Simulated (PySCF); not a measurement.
**Dipole response of As²⁺ (arsenic, charge +2)**

[Ar] 3d10 4s2 4p1, 2P determinant. Calculation: PySCF 2.14, in dyall-av3z; the spin-free X2C one-electron Hamiltonian (Gaussian nucleus). Coupled (time-dependent) response in atomic units; α is the mean over directions.

```tsv
method	mean α (bohr³)	α xx, yy, zz	C₆ (like pair)	S(−4)
PW91	10.06	9.924, 10.34, 9.924	42.80	35.05
```

S(−4) is the Cauchy moment in α(ω) = α(0) + S(−4) ω² + …

Spin-orbit coupling is absent.

α(iu) at PW91:

```json
{"u (hartree)": "0", "α(iu) (bohr³)": "10.06"}
{"u (hartree)": "0.0500", "α(iu) (bohr³)": "9.977"}
{"u (hartree)": "0.100", "α(iu) (bohr³)": "9.726"}
{"u (hartree)": "0.200", "α(iu) (bohr³)": "8.844"}
{"u (hartree)": "0.300", "α(iu) (bohr³)": "7.701"}
{"u (hartree)": "0.500", "α(iu) (bohr³)": "5.510"}
{"u (hartree)": "0.750", "α(iu) (bohr³)": "3.625"}
{"u (hartree)": "1.00", "α(iu) (bohr³)": "2.513"}
{"u (hartree)": "1.50", "α(iu) (bohr³)": "1.410"}
{"u (hartree)": "2.00", "α(iu) (bohr³)": "0.9136"}
{"u (hartree)": "3.00", "α(iu) (bohr³)": "0.4862"}
{"u (hartree)": "5.00", "α(iu) (bohr³)": "0.2134"}
```

A single London oscillator, α(iu) = α/(1 + u²/ω²), gives C₆ = (3/4) ω α². Matching the computed C₆ needs ω = 4 × 42.80 / (3 × 10.06²) = 0.564 hartree.

For an ion, C₆ is the dispersion term alone; charge-induced terms of lower order in 1/R come first.

The components differ because the open shell of this determinant is not spherical; for a pure term their mean is the scalar polarisability.
